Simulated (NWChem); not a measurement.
**Polarisability of CuF**

```xyz
2

Cu     0.0000     0.0000    -0.4146
F      0.0000     0.0000     1.3359
```
Charge 0, spin multiplicity 1.

Everything below was run with NWChem. All single points use one geometry, from B3LYP/def2-SVP, a minimum by its harmonic frequencies.

Basis set: def2-SVPD. Static limit.

The correlated methods keep 10 core orbitals frozen. B3LYP has NWChem's definition, with VWN1-RPA local correlation. The structure started from a generated list of species. Coupled-cluster values serve here as a point of comparison, not as the truth.

### Question
One of these methods gave an isotropic polarisability of 12.22 bohr³. Which?
A) HF
B) CCSD linear response
C) BHandHLYP
D) PBE

### Answer
A, HF. The others give 25.75 (PBE), 16.77 (BHandHLYP), 19.90 (CCSD linear response).
